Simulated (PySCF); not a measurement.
Isomers of C7H8O, one GFN2-xTB conformer each. Single-point energies are computed at PBE0/pcSseg-1 (PySCF, gas phase, no added dispersion term), electronic only.

**Question.** Rank them by PBE0/pcSseg-1 energy, lowest first (kJ/mol).
A. `[CH2:1]=[C:2]1[CH:3]=[CH:4]/[C:5]1=[CH:6]\[CH2:7][OH:8]` with C5–C6–C7–O8 132°, C6–C7–O8–H -57°
B. `[CH2:1]=[CH:2][CH:3]1[CH:4]=[CH:5][O:6][CH:7]=[CH:8]1` with C1–C2–C3–C4 -120°
C. `C1(=O)C[C@H](C)[C@@H]1C#C`

**Answer.** B (0.0), C (70.2), A (99.1).

As drawn, the highest has a four-membered ring and an O–H bond, which the lowest lacks. GFN2-xTB itself gives, in the same order: 0.0, 53.4, 129.9. Both levels put the same isomer lowest; measured from each level's own lowest isomer, the values differ by up to 30.8 kJ/mol (C=C1C=C/C1=C\CO: 129.9 against 99.1).

**Question.** Which frontier levels, dipoles and rotational constants go with these structures?

**Answer.** 
| SMILES | HOMO (eV, PBE0/pcSseg-1) | LUMO (eV) | dipole (D) | A, B, C (MHz) |
| --- | --- | --- | --- | --- |
| C=CC1C=COC=C1 | -6.33 | -0.45 | 0.60 | 4861, 1497, 1248 |
| C#C[C@@H]1C(=O)C[C@@H]1C | -7.15 | -0.91 | 3.06 | 2543, 2199, 1330 |
| C=C1C=C/C1=C\CO | -6.79 | -1.07 | 2.01 | 4764, 1133, 951.5 |
